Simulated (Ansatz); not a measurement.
`B[O][AlH][NH2]` + H₂ → `[NH2][AlH2]` + `BO` at 298.15 K and 1 bar (hydrogenolysis of the Al–O bond).

Gas-phase electronic energies from Ansatz, PBE0-D4/def2-TZVP geometries. CCSD(T)/CBS adds triple-zeta CCSD(T) − MP2 to the extrapolated MP2 energy (def2 sets, frozen cores). This one scheme is used for every species. One conformer a species, not always the lowest.

```json
{"species": "`B[O][AlH][NH2]`", "CCSD(T)/CBS energy (Eh)": "-399.81950", "H − E (kJ/mol)": "172.6", "S (J/(mol·K))": "337.7"}
{"species": "H₂", "CCSD(T)/CBS energy (Eh)": "-1.17544", "H − E (kJ/mol)": "35.1", "S (J/(mol·K))": "130.4"}
{"species": "`[NH2][AlH2]`", "CCSD(T)/CBS energy (Eh)": "-299.14566", "H − E (kJ/mol)": "115.0", "S (J/(mol·K))": "251.7"}
{"species": "`BO`", "CCSD(T)/CBS energy (Eh)": "-101.80414", "H − E (kJ/mol)": "103.5", "S (J/(mol·K))": "230.4"}
```

H − E and S are ideal-gas, rigid-rotor, harmonic terms from PBE0-D4/def2-TZVP, for one conformer and one mirror image of each species. The MP2-based limit puts H₂ 0.8 mEh under its directly extrapolated value; such offsets cancel only in part. 1 Eh = 2625.50 kJ/mol, R = 8.31446 J/(mol·K).

Problem. By hand: ΔE, ΔH, ΔS and ΔG.

Solution. ΔE = (-299.14566) + (-101.80414) − (-399.81950) − (-1.17544) = 0.04514 Eh = 118.5 kJ/mol. Δ(H − E) = 115.0 + 103.5 − 172.6 − 35.1 = 10.8, so ΔH = 129.3 kJ/mol. ΔS = 251.7 + 230.4 − 337.7 − 130.4 = 14.0 J/(mol·K). ΔG = 129.3 − 298.15 × (14.0)/1000 = 125.1 kJ/mol.

Problem. By hand: the equilibrium constant, and the temperature at which ΔG would vanish if ΔH and ΔS stayed fixed.

Solution. log₁₀ K = −ΔG/(RT ln 10) = -21.9. ΔG = 0 at ΔH/ΔS = 9236 K, far beyond where these terms or the molecules hold.

The number of gas molecules stays the same, so ΔS is small and ΔH decides. A doubt of 5 kJ/mol in ΔE shifts log₁₀ K by 0.9 here. Other conformers and mirror images would add mixing entropy, several J/(mol·K) or more a flexible species. These are equilibria of isolated gas molecules and say nothing of rates. Largest T1 diagnostic: 0.014 (customary marks: 0.02 for closed shells, 0.045 for open ones).
